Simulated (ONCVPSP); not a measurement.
# What one change does to a pseudopotential (tungsten, ONCV)

```
Element                 : W (Z = 74)
Generator               : ONCVPSP 4.0.1
Type                    : optimised norm-conserving Vanderbilt (ONCV)
Functional              : PBEsol
Relativity              : scalar-relativistic
Frozen core             : [Kr] 4d10 4f14 5s2
Valence charge          : 12
Reference configuration : 5p6 5d4 6s2
Partial waves           : 6s: rc 2.60 bohr, ncon 4, nbas 7, qcut 2.2 1/bohr, 2 projectors, debl 0.4 Ha; 5p: rc 1.55 bohr, ncon 4, nbas 9, qcut 8.4 1/bohr, 3 projectors, debl 1.5 Ha; 5d: rc 2.75 bohr, ncon 4, nbas 9, qcut 5.5 1/bohr, 1 projector
Local potential         : polynomial inside 1.35 bohr (lpopt 2, dvloc0 1 Ha)
Core correction         : Teter function, fcfact 2.75, rcfact 1.45
```

In the p channel the program set the typed energies aside and used -1.588, 0.250, 1.750 Ha.

All-electron outer shells of the reference configuration (PBEsol, scalar-relativistic, ld1.x):

```
shell  level (eV)  outermost node (bohr)  outermost maximum (bohr)
   5p      -43.22                   0.57                      1.09
   4f      -33.24                      –                      0.43
   6s       -5.75                   1.28                      2.64
   5d       -4.51                   0.63                      1.49
```

Change: core correction Teter function, fcfact 7.6, rcfact 1.45.

Cutoffs: the cutoffs (Ha) at which the residual kinetic energy of the hardest occupied pseudo-wave falls to 1 and 0.1 mHa per electron; they do not see the model core or the augmentation charge, which bear on the density cutoff. Errors are all-electron minus pseudo energies relative to the spin-unpolarised reference configuration.

**Question.** What does the change do?

**Answer.** The potential gets neither clearly harder nor softer (25 Ha and 30 Ha → 25 Ha and 30 Ha); both files keep a bound ghost (d, s); of the 4 tests that both files solve, the error grows in 2 and shrinks in 0 by more than 15 % and 0.3 meV (median size 11.2 → 15.7 meV). A model core, the more so a compact one, raises the density cutoff, which this test does not measure.

```csv
quantity,base,changed
"cutoff, loose",25 Ha,25 Ha
"cutoff, tight",30 Ha,30 Ha
bound ghosts,"s, d","s, d"
GHOST(+) flags under 300 eV,none,none
"error for 5p6 5d4 6s1, meV [ΔE 8.93 eV]",-11,-11
"error for 5p6 5d4 6s0, meV [ΔE 24.62 eV]",-38,-42
"error for 5p6 5d3 6s0, meV [ΔE 50.03 eV]",-6.1,-17
"error for 5p6 5d3 6s2, meV [ΔE 8.87 eV]",-12,-15
s: phases at 2.63 bohr within 0.05 rad from the reference energy up to (Ha; the scan ends near 5),2.2,2.2
p: phases at 1.57 bohr within 0.05 rad from the reference energy up to (Ha; the scan ends near 5),to the end of the scan,to the end of the scan
d: phases at 2.80 bohr within 0.05 rad from the reference energy up to (Ha; the scan ends near 5),0.6,0.6
"rms error of d²Exc/dni dnj with the model core, mHa",1.32,1.61
```

 A true bound ghost makes a file unfit for plane-wave use even where its test errors are small: the radial tests pick states by their node count and pass the ghost by.
